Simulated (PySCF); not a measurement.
The multiplicity is imposed and other spin states were not computed.

B3LYP has the VWN-RPA correlation part, as in Gaussian. 

Cartesian coordinates (Å):
```xyz
6

Ag    -0.1777     0.0350    -0.1765
N     -1.8482     0.3874    -2.7901
C     -1.2148     0.2668    -1.8112
H     -2.3920     0.4873    -3.6294
O      0.8982    -0.1282     1.4505
H      0.7012    -0.9529     1.9151
```
Charge 0, multiplicity 1.

Question: What LUMO, HOMO, HOMO–LUMO gap, total energy and charge on the central atom (Mulliken) does B3LYP-D3(BJ)/def2-TZVP // r2SCAN-D4/def2-SVP in PySCF give?

Answer: 
```json
{
  "LUMO": "-1.59 eV",
  "HOMO": "-6.15 eV",
  "HOMO–LUMO gap": "4.57 eV",
  "total_energy": "-316.3812 Ha",
  "charge on the central atom (Mulliken)": "0.25 e"
}
```
